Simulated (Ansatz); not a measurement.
A search over several starts for the lowest SCF solution of Si₃Au₂⁻ at the given spin, in a small basis.

```yaml
crystal:
  periodic: [false, false, false]
  atoms:
    - {symbol: Au, position_ang: [-0.378022, -1.353204, 1.334285]}
    - {symbol: Au, position_ang: [0.663705, 1.470053, 1.073963]}
    - {symbol: Si, position_ang: [-1.343276, 0.490547, -0.056130]}
    - {symbol: Si, position_ang: [1.298182, -0.507786, -0.316023]}
    - {symbol: Si, position_ang: [-0.240579, -0.099610, -2.036085]}
basis:
  gaussian: {orbitals: def2-SVP, initial_orbitals: start.molden}
total_charge: -1
magnetization: {spin_polarized: true, initial_magnetization: 1}
hamiltonian: {xc: pbe0, dispersion: d4}
output: {orbitals: {seedname: orbitals}}
```

The file start.molden holds the orbitals of an earlier run on this structure, at another level or in another basis.

```sh
$ ansatz run in.yaml --threads 4 --pin off --events-out ev --progress --plain --max-ram 4787MiB
```

It prints (some lines left out):

```
Functional definition: PBE0
1150 factors; integrals over basis functions are off by at most 7.2e-4 eV
mean field evaluation 1: about -30972.3873 eV, gradient 2.2e2 eV
mean field evaluation 2: about -30987.0540 eV, gradient 2.4e1 eV
mean field evaluation 4: about -31001.4587 eV, gradient 5.7e0 eV
mean field evaluation 8: about -31003.9209 eV, gradient 5.4e-1 eV
mean field evaluation 16: about -30972.3296 eV, gradient 6.1e1 eV
mean field evaluation 32: about -31003.9515 eV, gradient 5.6e-4 eV
mean field -31003.95149781 eV, -1139.3742023114 hartree, gradient 3.4e-5 eV, S^2 0.763106; 5 other end points of the search recorded, 0 dependent functions left out
reference -31003.95152472 eV, -1139.3742033003 hartree; 41, 40 occupied and 77, 78 virtual orbitals, 1150 factors
Total energy: -31004.34091670 eV, -1139.3885131917 hartree
```

Hardware: 4 threads of Intel Xeon 6975P-C on a shared host. Wall time 5.5 s.

In the def2 sets Au takes a core potential; there is no spin–orbit coupling. Another isomer (doublet) lies 0.17 eV lower at PBE0-D4/def2-TZVPD; other spin states weren't run for this one.
